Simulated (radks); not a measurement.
Values are calculated unless marked as measured or tabulated.
Question: The mean radii <r> (bohr) of the occupied orbitals of an atom or ion are listed with their occupations. Code: a radial shooting solver on a logarithmic mesh with Libxc functionals. Model: Dirac Kohn-Sham, relativistic LDA (MacDonald-Vosko exchange, VWN5 correlation), spin-unpolarised, spherical densities, finite nucleus; Fermi nuclear charge, rms radius of each element as measured or else 0.836 A^(1/3) + 0.57 fm.

| orbital | occ. | <r> |
|---|---|---|
| 1s1/2 | 2 | 0.03274 |
| 2s1/2 | 2 | 0.1420 |
| 2p1/2 | 2 | 0.1205 |
| 2p3/2 | 4 | 0.1254 |
| 3s1/2 | 2 | 0.3918 |
| 3p1/2 | 2 | 0.3840 |
| 3p3/2 | 4 | 0.3947 |
| 3d3/2 | 4 | 0.3687 |
| 3d5/2 | 6 | 0.3722 |
| 4s1/2 | 2 | 0.9780 |
| 4p1/2 | 2 | 1.054 |
| 4p3/2 | 4 | 1.085 |
| 4d3/2 | 2.8 | 1.437 |
| 4d5/2 | 4.2 | 1.453 |

Name the element and its charge. Open shells, if any, are shared by 2j + 1.

Answer: Z = 45, rhodium, charge +2: Rh2+ in [Kr] 4d7. The 1s radius gives Z: for a bare nucleus <r> = (2 gamma + 1)/(2Z) with gamma = sqrt(1 - (Z/c)^2), 0.0321 bohr for Z = 45, and screening makes it slightly larger (0.03274 here). The occupations add up to 43, and the charge is Z minus that.
